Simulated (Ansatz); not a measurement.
Consider the hydrogenolysis of the In–F bond: `[OH][In]([OH])[F]` + H₂ → `[OH][InH][OH]` + H–F.

Computed with Ansatz on PBE0-D4/def2-TZVP structures; ΔE is electronic, products minus reactants. CCSD(T)/CBS is the MP2 limit (def2-TZVPP, def2-QZVPP) plus CCSD(T) − MP2 in def2-TZVPP, frozen cores. This one scheme is used for every species. def2 core potentials past Kr. For In outer-core shells are correlated without core-valence functions, which leaves a few kJ/mol of doubt a bond. Each species was taken in one conformer, which may not be the lowest.

```tsv
species	HF/CBS(def2) energy (Eh)
`[OH][In]([OH])[F]`	-439.72658
H₂	-1.13356
`[OH][InH][OH]`	-340.78203
H–F	-100.07071
```

(1) Work out ΔE.

(2) What do rigid-rotor, harmonic-oscillator terms from PBE0-D4/def2-TZVP frequencies (298.15 K, 1 bar) make of the CCSD(T)/CBS value? (Best estimate.)

Largest T1 diagnostic among the species: 0.017.

Answers

(1) ΔE = (-340.78203) + (-100.07071) − (-439.72658) − (-1.13356) = 0.00740 Eh = +4.6 kcal/mol. CCSD(T)/CBS gives +5.2 kcal/mol.

(2) The calculation gave: ΔZPE = +2.3 kcal/mol, ΔH = +6.9 kcal/mol, ΔS = 14 J/(mol·K), ΔG = +5.9 kcal/mol.

At CCSD(T), def2-SVP lies +2.0 kcal/mol from the extrapolated value and def2-TZVPP −0.9 kcal/mol. Leaving LDA and LC-ωPBE aside and taking each functional with its dispersion term where it has one, the values, not all of them listed here, spread over 4.5 kcal/mol, from HSE06-D4 to BLYP-D4. LDA lies −4.4 kcal/mol from PBE without D4. From BLYP to BHLYP (50 % exact exchange), in def2-TZVPP and without D4, ΔE moves by −3.4 kcal/mol.
